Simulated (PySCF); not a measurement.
Correlation energy of V²⁺ (vanadium, charge +2)

[Ar] 3d3, high-spin 4F determinant. Calculation: PySCF 2.14, in aug-cc-pwCVTZ (10s9p7d4f3g, 127 functions); the non-relativistic Hamiltonian (point nucleus). Frozen: [Ne]; 11 electrons correlated.

MP2 pair energies summed by pair of shells (mhartree):

```
 pair   energy  share (%)
3p-3p  -132.39       36.3
3p-3d  -131.05       35.9
3s-3p   -49.14       13.5
3s-3d   -24.41        6.7
3d-3d   -19.94        5.5
3s-3s    -7.92        2.2
```

Total MP2 correlation energy: -364.85 mhartree.

Same-spin part -104.72 and opposite-spin part -260.13 mhartree; SCS-MP2 scales them by 1/3 and 6/5 to -347.07 mhartree.
